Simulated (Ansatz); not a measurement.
The cluster Ag₃H₄⁺, relaxed as a singlet with RKS PBE0-D4/def2-TZVP in Ansatz, starting from the PBE0-D4/def2-TZVP geometry of the neutral doublet. Force threshold 0.02 eV/Å.

In the def2 sets Ag takes a core potential; there is no spin–orbit coupling. In the charge 1 singlet, H5 and H6 lie 0.78 Å apart (atoms count from 1), so H2 has formed as a molecule. The structure comes from a short search, and lower isomers may exist.

Start:

Cartesian coordinates in Å:
```
Ag 1.479 1.260 -0.535
Ag -0.309 -0.508 0.444
Ag -0.777 0.950 -1.973
H 1.392 0.193 0.877
H -1.057 -1.961 1.862
H -1.621 -1.918 1.345
H 0.894 1.983 -2.021
```

```
step  energy (eV)  largest force component (eV/Å)  SCF passes
   1  -12057.4396                           0.884          17
   2  -12057.7291                           0.484          21
   3  -12057.8951                           0.343          21
   4  -12058.0324                           0.275          21
   5  -12058.1400                           0.292          21
   6  -12058.1999                           0.236          20
   7  -12058.2288                           0.102          20
   8  -12058.2450                           0.043          20
   9  -12058.2516                           0.106          21
  10  -12058.2539                           0.029          22
  11  -12058.2540                           0.044          22
  12  -12058.2543                           0.001          22
```

Force components are those of the run's own axes.

End:

Cartesian coordinates in Å:
```
Ag 0.893 1.030 -0.698
Ag 0.003 -0.902 1.259
Ag -0.459 1.911 -3.055
H 1.237 0.166 0.781
H -1.084 -2.224 2.208
H -1.539 -2.054 1.602
H 0.948 2.074 -2.097
```

Bonds lost: Ag2–Ag3 (atoms count from 1).

No frequencies were taken in this run, so the end may be a saddle point.

Run time 43 s (4 threads of Arm Neoverse N1 on a shared host).
